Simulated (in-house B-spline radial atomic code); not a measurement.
PBE0 excitations of Ca

Method: PBE0. Computed with an all-electron radial atomic-structure program (B-spline basis): linear response of the closed shell [Ar] 4s2 with the functional's adiabatic kernel; non-relativistic, point nucleus, no spin-orbit coupling, no double excitations, S, P, D and F terms only; shells from n = 2 respond.

Command:
```bash
python run_td.py task.json out
```
Settings (radii: box in bohr, nucleus in fm):
```
Z                        20
electrons                20
configuration            [Ar] 4s2
hamiltonian              nr
method                   pbe0
box_radius               75
intervals                58
```

Time taken, with all properties: 0.4 s on 1 thread of Intel(R) Xeon(R) 6975P-C (Granite Rapids), on a shared host.

The lowest states, in the order of their Tamm-Dancoff energies; the method's threshold (minus the highest occupied level) is 4.317 eV. Labels give the largest channel, * marks a mixed state, and oscillator strengths are full-response dipole values. Measured ¹D terms are left out, since they can mix with doubly excited terms. Semilocal kernels can invert the small singlet-triplet splittings of Rydberg terms. Energies in eV:

| state | full response | Tamm-Dancoff | oscillator strength | measured (J-weighted term) |
| --- | --- | --- | --- | --- |
| 4s → 3d 3D | 1.441 | 1.538 | - | 2.524 |
| 4s → 4p 3P | ? | ? | - | ? |
| 4s → 3d 1D | 2.082 | 2.089 | - | - |
| 4s → 4p 1P | 2.956 | 3.107 | 1.84 | 2.933 |
| 4s → 5s 3S | 3.631 | 3.636 | - | 3.910 |
| 4s → 5s 1S | 3.814 | 3.820 | - | 4.131 |
| 4s → 5p 3P | ? | ? | - | ? |
| 4s → 5p 1P | 4.113 | 4.125 | 0.0405 | 4.554 |

Problem. Where does 4s → 5p 3P lie?

Solution. At 4.040 eV in full response, 4.044 eV in Tamm-Dancoff; measured 4.534 eV.

Problem. Where does 4s → 4p 3P lie?

Solution. At 1.401 eV in full response, 1.603 eV in Tamm-Dancoff; measured 1.892 eV.

Problem. How large is the singlet-triplet splitting of 4s → 3d (D terms) in Tamm-Dancoff?

Solution. 0.552 eV, from the unrounded values.

Problem. What polarisabilities and dispersion coefficient does the method give?

Solution. Dipole 164.2 bohr³, quadrupole 3418 bohr⁵, C6 2311 hartree·bohr⁶ for two such species. Recommended dipole value: 160.8 ± 4 bohr³ (Schwerdtfeger and Nagle, table of static dipole polarizabilities (2023 update)), which includes relativity and correlation.
